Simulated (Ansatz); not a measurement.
C$_{6}$H$_{18}$ClN$_{3}$Zr, SMILES `C[N](C)[Zr]([Cl])([N](C)C)[N](C)C` at its PBE0-D4/def2-TZVP geometry, where that method's forces vanish. Charge 0, multiplicity 1. Zr: def2 effective core potential.

```json
{"atom": "C1", "x (Å)": "-2.5664", "y (Å)": "0.4352", "z (Å)": "1.4047"}
{"atom": "N2", "x (Å)": "-1.4685", "y (Å)": "-0.4537", "z (Å)": "1.1028"}
{"atom": "C3", "x (Å)": "-1.7711", "y (Å)": "-1.8352", "z (Å)": "1.3611"}
{"atom": "Zr4", "x (Å)": "0.2082", "y (Å)": "0.5124", "z (Å)": "0.5119"}
{"atom": "Cl5", "x (Å)": "0.8772", "y (Å)": "2.1533", "z (Å)": "2.1542"}
{"atom": "N6", "x (Å)": "1.6630", "y (Å)": "-0.8668", "z (Å)": "0.2381"}
{"atom": "C7", "x (Å)": "2.0725", "y (Å)": "-1.5150", "z (Å)": "1.4624"}
{"atom": "C8", "x (Å)": "2.4307", "y (Å)": "-1.2794", "z (Å)": "-0.9051"}
{"atom": "N9", "x (Å)": "-0.1680", "y (Å)": "1.3930", "z (Å)": "-1.2701"}
{"atom": "C10", "x (Å)": "-1.3320", "y (Å)": "1.4710", "z (Å)": "-2.1099"}
{"atom": "C11", "x (Å)": "0.9423", "y (Å)": "2.1751", "z (Å)": "-1.7624"}
{"atom": "H12", "x (Å)": "-3.4503", "y (Å)": "0.2184", "z (Å)": "0.7875"}
{"atom": "H13", "x (Å)": "-2.2902", "y (Å)": "1.4820", "z (Å)": "1.2156"}
{"atom": "H14", "x (Å)": "-2.8677", "y (Å)": "0.3734", "z (Å)": "2.4599"}
{"atom": "H15", "x (Å)": "-0.9107", "y (Å)": "-2.4651", "z (Å)": "1.1258"}
{"atom": "H16", "x (Å)": "-2.0394", "y (Å)": "-2.0031", "z (Å)": "2.4147"}
{"atom": "H17", "x (Å)": "-2.6175", "y (Å)": "-2.1833", "z (Å)": "0.7512"}
{"atom": "H18", "x (Å)": "1.4785", "y (Å)": "-1.1585", "z (Å)": "2.3156"}
{"atom": "H19", "x (Å)": "1.9415", "y (Å)": "-2.6057", "z (Å)": "1.4119"}
{"atom": "H20", "x (Å)": "3.1254", "y (Å)": "-1.3121", "z (Å)": "1.7035"}
{"atom": "H21", "x (Å)": "2.3329", "y (Å)": "-2.3596", "z (Å)": "-1.0875"}
{"atom": "H22", "x (Å)": "3.5024", "y (Å)": "-1.0682", "z (Å)": "-0.7737"}
{"atom": "H23", "x (Å)": "2.0900", "y (Å)": "-0.7588", "z (Å)": "-1.8024"}
{"atom": "H24", "x (Å)": "-1.1243", "y (Å)": "1.0955", "z (Å)": "-3.1225"}
{"atom": "H25", "x (Å)": "-1.6898", "y (Å)": "2.5059", "z (Å)": "-2.2144"}
{"atom": "H26", "x (Å)": "-2.1441", "y (Å)": "0.8717", "z (Å)": "-1.6932"}
{"atom": "H27", "x (Å)": "1.2822", "y (Å)": "1.8280", "z (Å)": "-2.7489"}
{"atom": "H28", "x (Å)": "1.8039", "y (Å)": "2.1083", "z (Å)": "-1.0833"}
{"atom": "H29", "x (Å)": "0.6892", "y (Å)": "3.2412", "z (Å)": "-1.8477"}
```

Q: For each bond, give half the difference of the two atoms' forces along it (eV/Å; positive pushes the atoms apart) under PBE-D4, r2SCAN-D4, B3LYP-D4, ωB97M-V in def2-TZVPP. (Best estimate.)

A: Computed: 
| bond | length (Å) | PBE-D4 | r2SCAN-D4 | B3LYP-D4 | ωB97M-V |
| --- | --- | --- | --- | --- | --- |
| C1–N2 | 1.445 | 0.09 | 0.15 | 0.18 | 0.25 |
| C1–H12 | 1.100 | 0.11 | -0.03 | -0.08 | -0.12 |
| C1–H14 | 1.099 | 0.11 | -0.03 | -0.08 | -0.12 |
| N2–C3 | 1.438 | 0.03 | 0.10 | 0.15 | 0.25 |
| Zr4–N9 | 2.023 | 0.01 | 0.00 | -0.01 | -0.15 |
| C7–H18 | 1.099 | 0.07 | -0.04 | -0.11 | -0.06 |
| C7–H19 | 1.100 | 0.11 | -0.03 | -0.08 | -0.12 |
| C7–H20 | 1.099 | 0.11 | -0.03 | -0.08 | -0.12 |
| C8–H21 | 1.100 | 0.11 | -0.03 | -0.07 | -0.13 |
| N9–C11 | 1.445 | 0.09 | 0.15 | 0.18 | 0.25 |
| C10–H25 | 1.100 | 0.11 | -0.04 | -0.06 | -0.12 |
| C11–H27 | 1.100 | 0.11 | -0.03 | -0.08 | -0.12 |
| C11–H28 | 1.099 | 0.07 | -0.04 | -0.11 | -0.06 |
| C11–H29 | 1.099 | 0.11 | -0.03 | -0.07 | -0.12 |

B3LYP here is the variant with VWN-RPA as its local correlation; programs differ in this.
